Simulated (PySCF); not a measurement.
Species: `C#C[Si@]1(C)C[C@H](C#N)C1`. The columns A, B, C and D hold Mulliken, IAO, Hirshfeld and ESP-fitted charges (e) of one PBE0/pcSseg-1 density (PySCF), in a shuffled order. Coordinates in Å (GFN2-xTB); the density's dipole moment is (-2.83, 3.46, -1.73) D.

| atom | x | y | z | A | B | C | D |
| --- | --- | --- | --- | --- | --- | --- | --- |
| C1 | -2.651 | -2.027 | 0.158 | -0.193 | -0.076 | -0.176 | -0.206 |
| C2 | -1.859 | -1.136 | 0.003 | -0.178 | -0.157 | -0.331 | -0.403 |
| Si3 | -0.639 | 0.235 | -0.236 | +1.039 | +0.431 | +1.063 | +1.074 |
| C4 | -1.474 | 1.790 | -0.928 | -0.615 | -0.206 | -0.718 | -0.878 |
| C5 | 1.025 | -0.315 | -1.016 | -0.471 | -0.157 | -0.546 | -0.690 |
| C6 | 1.775 | -0.027 | 0.311 | -0.293 | -0.004 | -0.140 | +0.500 |
| C7 | 2.402 | -1.205 | 0.836 | +0.130 | +0.085 | +0.142 | +0.155 |
| N8 | 2.872 | -2.160 | 1.257 | -0.253 | -0.239 | -0.262 | -0.428 |
| C9 | 0.603 | 0.448 | 1.210 | -0.471 | -0.157 | -0.546 | -0.697 |
| H10 | -3.342 | -2.809 | 0.294 | +0.066 | +0.101 | +0.206 | +0.275 |
| H11 | -0.766 | 2.601 | -1.071 | +0.143 | +0.048 | +0.161 | +0.212 |
| H12 | -2.251 | 2.138 | -0.255 | +0.151 | +0.049 | +0.166 | +0.215 |
| H13 | -1.940 | 1.579 | -1.885 | +0.151 | +0.049 | +0.166 | +0.214 |
| H14 | 1.410 | 0.271 | -1.847 | +0.147 | +0.042 | +0.154 | +0.141 |
| H15 | 1.084 | -1.364 | -1.302 | +0.166 | +0.044 | +0.167 | +0.186 |
| H16 | 2.539 | 0.746 | 0.191 | +0.167 | +0.062 | +0.173 | -0.001 |
| H17 | 0.446 | -0.211 | 2.062 | +0.166 | +0.044 | +0.167 | +0.188 |
| H18 | 0.757 | 1.452 | 1.598 | +0.147 | +0.042 | +0.154 | +0.143 |

Q: Which column most likely holds the ESP-fitted charges?

A: D. Σ q r misses the density's dipole by 0.04 D (D), 0.55 D (C), 1.09 D (A), 1.10 D (B). Charges fitted to the outside potential are the only set here that is tied to the molecule's multipoles.

Q: And the Hirshfeld charges?

A: B. The mean sizes are 0.111 e (B), 0.275 e (A), 0.302 e (C), 0.367 e (D), and Hirshfeld charges are commonly the smallest of these schemes.

As computed, A = Mulliken, B = Hirshfeld, C = IAO, D = ESP-fitted. Hydrogens on carbon: Mulliken +0.07 to +0.17, Hirshfeld +0.04 to +0.10, IAO +0.15 to +0.21, ESP-fitted 0.00 to +0.27 e.

The Mulliken scheme counts on each atom the diagonal of the density matrix times the overlap matrix over that atom's basis functions. The Hirshfeld scheme weights the molecular density at each point by an atom's share of the summed free-atom densities.

Geometry: GFN2-xTB; no solvent, vibrations or thermal averaging.
